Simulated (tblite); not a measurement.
Compound: C₆H₅Cl₂F (charge -1 and doublet state).
Atom-mapped SMILES: `[CH3:1][C@@H:2]1[CH-:3][C:4]([Cl:5])[C:6]([Cl:7])=[C:8]1[F:9]` (hydrogens: H10, H11, H12 on C1; H13 on C2; H14 on C3)

Method: GFN2-xTB as coded in tblite; computed harmonic values from a numerical Hessian at the method's own geometry, unscaled. The method is semi-empirical: single wavenumbers can be off by several per cent or more. Open shells enter through the occupations alone, without spin polarisation, and single modes of such species can be off by tens of per cent.

Harmonic wavenumbers (cm⁻¹): 81.4, 110.8, 138.7, 158.1, 197.6, 206.2, 261.5, 284.8, 366.7, 382.4, 408.8, 468.3, 488.7, 547.9, 586.1, 818.5, 889.5, 947.5, 1008.9, 1037.6, 1066.2, 1118.5, 1180.0, 1240.2, 1284.9, 1378.5, 1385.1, 1405.7, 1491.1, 1500.8, 1507.5, 2651.9, 2987.5, 2999.0, 3025.2, 3120.4.

A = 1457, B = 986.7, C = 617.2 MHz; mass 165.975 u (most abundant isotopes); point group C1, symmetry number 1; spin multiplicity 2.

Zero-point energy?

Half the sum of the wavenumbers: 19366 cm⁻¹ = 55.37 kcal/mol.

What is S at 200 K and 1 bar for an ideal gas of classical rigid rotors and harmonic oscillators?

Translation 39.27, rotation 29.08, vibration 16.72, spin (R ln 2) 1.38: S = 86.5 cal/(mol K).

And Cp and H(200 K) − H(0)?

Cp = 28.43 cal/(mol K), of which vibrations give 20.48 (their classical limit is 36 R = 71.5); H(200 K) − H(0) = 3.58 kcal/mol without the zero-point energy, 1.99 from vibrations.

Blend soft modes into free rotors: weight 1/[1 + (100 cm⁻¹/ν̃)⁴] for the oscillator and the rest for a rotor with moment μB/(μ + B), μ = h/(8π²ν), B = 10⁻⁴⁴ kg m². What vibrational entropy results?

16.49 cal/(mol K) in place of 16.72, which changes −T·S at 200 K by +0.05 kcal/mol.

What must be added to the electronic energy to get the Gibbs energy at 200 K and 1 bar?

ZPE + [H(200 K) − H(0)] − T·S = 55.37 + 3.58 − 17.29 = 41.66 kcal/mol.

How do the functions run with temperature in this model?

```tsv
T (K)	S (cal/(mol K))	Cp (cal/(mol K))	H − H(0) (kcal/mol)	G − H(0) (kcal/mol)	ln q(vib)
150	78.9	23.9	2.27	-9.57	2.16
250	93.2	32.4	5.11	-18.20	4.66
298.15	99.3	36.0	6.76	-22.84	5.86
400	110.8	43.0	10.79	-33.55	8.34
600	130.4	53.2	20.48	-57.73	12.94
900	153.9	62.5	37.98	-100.51	19.09
```

q(vib) and H(0) count from the zero-point level.

Hindered rotation and anharmonicity are outside this model. The structure is chiral; the term R ln 2 for an equal mix with its mirror image is left out.
